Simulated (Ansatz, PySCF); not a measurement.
CH5Si, SMILES C[SiH2], multiplicity 2. Atoms are numbered in the order given.

```xyz
7

C     -1.1910    -0.1534     0.1130
Si     0.6535     0.0644    -0.1961
H     -1.7706     0.5925    -0.4357
H     -1.5262    -1.1445    -0.2013
H     -1.4163    -0.0413     1.1790
H      1.1146     1.4195     0.2095
H      1.4497    -0.9609     0.5306
```
Charge 0, spin multiplicity 2.

Geometry optimised at TPSSh-D3(BJ)/def2-TZVP. The isomer is the one that the SMILES or the coordinates give; other isomers of the formula were not compared.

Two levels are set side by side: PBE-D3(BJ)/def2-TZVP (Ansatz, a program for electronic structure) and TPSSh-D3(BJ)/def2-TZVP (PySCF). Each level has its own optimised geometry; the coordinates shown are those of the second. Frequencies come from the Hessian of PySCF at each geometry. Differences are taken from unrounded values.

```
quantity                            TPSSh-D3(BJ)
----------------------------------  ------------
mean bond length (Å)                       1.356
bond C1–Si2 (Å)                            1.883
bond C1–H3 (Å)                             1.092
bond C1–H4 (Å)                             1.092
bond C1–H5 (Å)                             1.095
bond Si2–H6 (Å)                            1.488
bond Si2–H7 (Å)                            1.488
highest harmonic wavenumber (cm⁻¹)          3110
mean harmonic wavenumber (cm⁻¹)             1498
zero-point energy (kcal/mol)               32.13
```

Task: What does PBE-D3(BJ) give, and how far is it from TPSSh-D3(BJ)? (The exact figures need the calculation; the answer reports its results.)

Result: 
| quantity | PBE-D3(BJ) | PBE-D3(BJ) minus TPSSh-D3(BJ) |
|---|---|---|
| mean bond length (Å) | 1.364 | 0.008 |
| bond C1–Si2 (Å) | 1.886 | 0.003 |
| bond C1–H3 (Å) | 1.099 | 0.006 |
| bond C1–H4 (Å) | 1.099 | 0.006 |
| bond C1–H5 (Å) | 1.102 | 0.006 |
| bond Si2–H6 (Å) | 1.500 | 0.013 |
| bond Si2–H7 (Å) | 1.500 | 0.013 |
| highest harmonic wavenumber (cm⁻¹) | 3066 | -44 |
| mean harmonic wavenumber (cm⁻¹) | 1455 | -43 |
| zero-point energy (kcal/mol) | 31.20 | -0.93 |

Exact exchange shortens and stiffens bonds; PBE has none. Differences between two approximate levels are no errors against the true value.
